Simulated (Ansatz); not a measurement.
C$_{3}$H$_{6}$AlBr, SMILES `C/C=[C](\[AlH2])Br`, relaxed with RKS PBE-D4/def2-SVP in the Gaussian-basis code of Ansatz from a rough embedded geometry. The force threshold is 0.03 eV/Å; the program also tests the step.

The species carries charge 0 and has multiplicity 1.

Start:

```xyz
11

C     1.561    0.176   -0.089
C     0.392    0.737    0.722
C    -0.872    0.342    0.532
Al   -1.517   -0.978   -0.856
Br   -2.280    1.173    1.523
H     2.484    0.632    0.341
H     1.432    0.369   -1.129
H     1.578   -0.922    0.139
H     0.598    1.544    1.482
H    -3.006   -1.335   -0.961
H    -0.367   -1.739   -1.705
```

| step | energy (eV) | largest force (eV/Å) | largest move (Å) |
| --- | --- | --- | --- |
| 1 | -79819.4706 | 2.031 | 0.000 |
| 2 | -79819.6448 | 0.831 | 0.099 |
| 3 | -79819.6637 | 0.246 | 0.050 |
| 4 | -79819.6709 | 0.116 | 0.042 |
| 5 | -79819.6720 | 0.034 | 0.006 |
| 6 | -79819.6721 | 0.014 | 0.005 |
| 7 | -79819.6722 | 0.009 | 0.006 |
| 8 | -79819.6723 | 0.011 | 0.011 |
| 9 | -79819.6725 | 0.034 | 0.033 |
| 10 (rejected) | -79819.6656 | 0.405 | 0.199 |
| 11 | -79819.6763 | 0.049 | 0.084 |
| 12 | -79819.6804 | 0.183 | 0.098 |
| 13 (rejected) | -79819.6725 | 0.505 | 0.146 |
| 14 | -79819.6902 | 0.152 | 0.073 |
| 15 | -79819.7011 | 0.105 | 0.073 |
| 16 | -79819.7147 | 0.221 | 0.110 |
| 17 | -79819.7216 | 0.527 | 0.162 |
| 18 | -79819.7556 | 0.256 | 0.200 |
| 19 (rejected) | -79819.7319 | 0.761 | 0.167 |
| 20 | -79819.7670 | 0.057 | 0.083 |
| 21 | -79819.7688 | 0.073 | 0.079 |
| 22 | -79819.7688 | 0.087 | 0.024 |
| 23 | -79819.7694 | 0.007 | 0.015 |

End:

```xyz
11

C     1.594    0.259   -0.076
C     0.372    0.805    0.599
C    -0.888    0.330    0.433
Al   -1.535   -1.155   -0.677
Br   -2.306    1.213    1.423
H     2.347   -0.059    0.679
H     2.086    1.046   -0.687
H     1.373   -0.605   -0.733
H     0.540    1.663    1.279
H    -3.102   -1.435   -0.767
H    -0.481   -2.062   -1.474
```

Run time 36 s (4 threads of an Arm Neoverse V1 on a shared host); peak host memory 0.18 GiB.
